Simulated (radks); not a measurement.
The numbers below are computed, except where a source is named.
Q: Pm12+, 49 electrons, occupied as [Kr] 4d10 4f1 5s2. Code: a radial shooting solver on a logarithmic mesh with Libxc functionals. Model: scalar-relativistic Kohn-Sham, PBE, spin-polarised, spherical densities, finite nucleus; open shells are filled with parallel spins first (spin-orbit coupling, left out, can overturn this in heavy ions); Fermi nuclear charge, rms radius 4.962 fm. Some entries of the table are withheld. Estimate them.

| orbital | occ. | eigenvalue (eV) | r(max) (bohr) |
|---|---|---|---|
| 1s down | 1 | -45245.14 | 0.01479 |
| 1s up | 1 | -45245.14 | 0.01479 |
| 2s up | 1 | -7547.100 | 0.08380 |
| 2s down | 1 | -7547.093 | 0.08380 |
| 2p up | 3 | -6764.385 | 0.06762 |
| 2p down | 3 | -6764.382 | 0.06762 |
| 3s up | 1 | -1825.781 | 0.2386 |
| 3s down | 1 | -1825.291 | 0.2386 |
| 3p up | 3 | -1579.934 | 0.2338 |
| 3p down | 3 | -1579.447 | 0.2338 |
| 3d up | 5 | -1242.784 | 0.1919 |
| 3d down | 5 | -1242.409 | 0.1919 |
| 4s up | 1 | -538.1225 | 0.5484 |
| 4s down | 1 | -536.9772 | 0.5484 |
| 4p up | 3 | -455.8974 | (1) |
| 4p down | 3 | -454.7672 | (2) |
| 4d up | 5 | -339.2602 | 0.5911 |
| 4d down | 5 | -338.1471 | 0.5911 |
| 5s up | 1 | -221.3176 | (3) |
| 5s down | 1 | -220.6564 | (4) |
| 4f up | 1 | -210.9586 | 0.5758 |
| 4f down | 0 | -209.8542 | 0.5761 |

A: 
(1) 4p up r(max) (bohr): 0.5706
(2) 4p down r(max) (bohr): 0.5706
(3) 5s up r(max) (bohr): 1.158
(4) 5s down r(max) (bohr): 1.159
